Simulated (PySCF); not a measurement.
Numbering as in the mapped SMILES `[CH3:1][C:2]([CH3:3])([CH3:4])[NH:5][CH2:6][C:7]([F:8])([F:9])[F:10]`; H(Xn) means a hydrogen on atom n.

Theoretical values (PySCF): PBE0-D3(BJ)/def2-SVP geometry, GIAO PBE0/pcSseg-1 shieldings. In vacuum, averaged over atoms made equivalent by symmetry, fast rotation or ring inversion, non-relativistic Hamiltonian, one computed conformer.

**Question.** List the cross peaks expected in HSQC, COSY and HMBC spectra.

**Answer.** 

HSQC (one-bond C–H):
```
                      δH               δC
            2.89 (H(C6))        46.7 (C6)
1.09 (H(C1)/H(C3)/H(C4))  29.9 (C1/C3/C4)
```

HMBC (two and three bonds, from the bond graph):
```
                      δH                          δC
            2.89 (H(C6))       130.8 (C7), 48.8 (C2)
1.09 (H(C1)/H(C3)/H(C4))  48.8 (C2), 29.9 (C1/C3/C4)
```

No COSY cross peaks are expected.

Referencing at the same level of theory: TMS for ¹H (31.27 ppm) and ¹³C (184.41 ppm).

Short H···H contacts in this conformer between protons four or more bonds apart (candidates for NOE cross peaks, intensity ∝ r⁻⁶): H(C1)···H(C6) 2.11 Å.

OH/NH shifts are gas-phase values; hydrogen bonding in solution moves them, usually downfield. Shifts are as computed. Against solution values, carbons near 30 ppm lie about +2 ppm off and those near 130 ppm about +5 ppm. Of 1211 compounds with measured shifts, 218 miss one by over three times the rms of a fit or turn the order of signals round; such compounds aren't used in these exercises.
